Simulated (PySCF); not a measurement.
Excitations are Tamm–Dancoff values on a coarser integration grid. The basis has no diffuse functions, so Rydberg states are missing or too high.

Z-matrix (Å, degrees):
```
Ga
H 1 1.5587
H 1 1.5604 2 126.64
S 1 2.1992 2 115.25 3 179.99
H 4 1.3428 1 95.01 2 -179.99
```
Charge 0, multiplicity 1.

### Question
Predict the total energy, T1 excitation (TDA) and LUMO from PBE-D3(BJ)/def2-TZVP // PBE0-D4/def2-TZVP in PySCF.

### Answer

```json
{
  "total_energy": "-63250.52 eV",
  "T1 excitation (TDA)": "3.98 eV",
  "LUMO": "-2.27 eV"
}
```
